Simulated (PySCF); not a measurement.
# Excitation energy of Bi by level of theory

Bi [Xe] 4f14 5d10 6s2 6p3 (4S) → Bi [Xe] 4f14 5d10 6s2 6p2 7s1 (4P), as a difference of total energies. Computed with PySCF 2.14 in aug-cc-pVTZ-PP with ECP60MDF (6s5p4d2f, 55 functions), with scalar relativity through the core potential. Correlated levels: valence: 5s2 5p6 5d10 frozen. The calculations carry no spin-orbit coupling.

```csv
method,excitation energy (eV)
UHF,5.225
MP2 (valence),5.327
SCS-MP2 (valence),5.306
CCSD (valence),5.307
CCSD(T) (valence),5.310
```

Q: How much does correlation contribute at CCSD(T) (valence)?

A: 5.310 − (5.225) = 0.085 eV, measured against UHF.

Spin-orbit coupling is strong in these open shells (close to jj coupling). The scalar numbers leave it out and a first-order estimate fails, so it can dominate the gap to the real levels.

The promoted electron is Rydberg-like, and one or two diffuse shells describe it only roughly, which tends to raise the upper state.
